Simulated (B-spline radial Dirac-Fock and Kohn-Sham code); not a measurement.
Auger parameter of sulfur: the L3 level and its strongest L3-MM line

These are calculated numbers from an atomic code on a B-spline grid; the model is multi-electron Dirac-Fock with separately optimised hole states, Breit and Lamb-shift corrections added in first order. The modified Auger parameter α′ is the binding energy plus the kinetic energy of the Auger electron; it does not depend on the energy zero. For free ions it tends to fall with charge, since less charge screens the final holes.

```
             species  configuration  binding 2p3/2 (eV)  Auger line  kinetic (eV)  α′ (eV)
S²⁻ (Watson 1.564 Å)   [Ne] 3s2 3p6               166.8    M2M3 J=2         138.6    305.4
 S²⁻ (Watson 1.84 Å)   [Ne] 3s2 3p6               165.8    M2M3 J=2         140.9    306.7
S²⁻ (Watson 2.208 Å)   [Ne] 3s2 3p6               164.5    M2M3 J=2         143.2    307.7
```
